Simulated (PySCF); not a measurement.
**Steps of a relaxation of Er(NO2)3**

Er(NO2)3 (singlet in the valence; each metal's 4f electrons, 11 of them, lie in its core potential, out of spins and levels). PySCF 2.14.0, RKS B3LYP, Er lcecp-1-SVP with ECP57, O def2-SVP, N def2-SVP; non-relativistic Hamiltonian with scalar-relativistic core potentials where named; density fitting; no spin-orbit coupling. Origin of the start: displaced along the imaginary mode. Columns: position (Å) and force (eV/Å). Energies are counted from the last step; some of the 9 steps are shown. Forces carry noise of the integration grid, about 0.01 to 0.03 eV/Å.

Run from Python with OMP_NUM_THREADS=4. Where DIIS fails, smearing, a level shift and second-order steps follow.
It took 51 s on 4 threads of Arm Neoverse V2, on a shared host, from the converged density of the start.

```xyz
10
step 0  E = 0.153 eV
Er    0.0000    0.0000    0.0000     0.00    0.00    0.00
O     2.0758    0.2500    1.0491     0.32   -0.40   -1.55
O     2.0758   -0.2500   -1.0491     0.32    0.40    1.55
N     2.7813    0.0000    0.0000    -0.81    0.00    0.00
O    -1.2544    1.6726    1.0491     0.18    0.48   -1.55
O    -0.8214    1.9226   -1.0491    -0.50    0.07    1.55
N    -1.3906    2.4087    0.0000     0.40   -0.70    0.00
O    -0.8214   -1.9226    1.0491    -0.50   -0.07   -1.55
O    -1.2544   -1.6726   -1.0491     0.18   -0.48    1.55
N    -1.3907   -2.4087    0.0000     0.40    0.70    0.00
```

```xyz
10
step 3  E = 0.007 eV
Er    0.0000    0.0000    0.0000     0.00    0.00    0.00
O     2.0770    0.2302    1.0240     0.00   -0.03   -0.02
O     2.0770   -0.2303   -1.0240     0.00    0.03    0.02
N     2.7826    0.0000    0.0000    -0.02    0.00    0.00
O    -1.2379    1.6836    1.0240     0.03    0.02   -0.02
O    -0.8391    1.9139   -1.0240    -0.03   -0.02    0.02
N    -1.3913    2.4098    0.0000     0.01   -0.02    0.00
O    -0.8391   -1.9139    1.0240    -0.03    0.02   -0.02
O    -1.2379   -1.6836   -1.0240     0.03   -0.02    0.02
N    -1.3913   -2.4098    0.0000     0.01    0.02    0.00
```

```xyz
10
step 5  E = 0.001 eV
Er    0.0000    0.0000    0.0000     0.00    0.00    0.00
O     2.0716    0.1617    1.0375     0.01   -0.01   -0.03
O     2.0716   -0.1617   -1.0375     0.01    0.01    0.03
N     2.7762    0.0000    0.0000     0.05    0.00    0.00
O    -1.1759    1.7132    1.0375     0.01    0.02   -0.03
O    -0.8958    1.8749   -1.0375    -0.01   -0.01    0.03
N    -1.3881    2.4043    0.0000    -0.03    0.04    0.00
O    -0.8958   -1.8749    1.0375    -0.01    0.01   -0.03
O    -1.1759   -1.7132   -1.0375     0.01   -0.02    0.03
N    -1.3881   -2.4043    0.0000    -0.03   -0.04    0.00
```

Q: Where does the relaxation end?

A: It converges at step 8 in D3:
```xyz
10
step 8  E = 0
Er    0.0000    0.0000    0.0000
O     2.0760    0.1405    1.0394
O     2.0760   -0.1405   -1.0394
N     2.7817    0.0000    0.0000
O    -1.1597    1.7276    1.0394
O    -0.9163    1.8681   -1.0394
N    -1.3908    2.4090    0.0000
O    -0.9163   -1.8681    1.0394
O    -1.1597   -1.7276   -1.0394
N    -1.3908   -2.4090    0.0000
```

Q: How did the contacts change?

A: 
```tsv
contact	start (Å)	end (Å)
Er1–O2 (NO2)	2.339	2.326
Er1–O5 (NO2)	2.339	2.326
Er1–O9 (NO2)	2.339	2.326
```


An lcecp potential fixes the number of 4f electrons, so in runs with it no electron can move into or out of that shell.
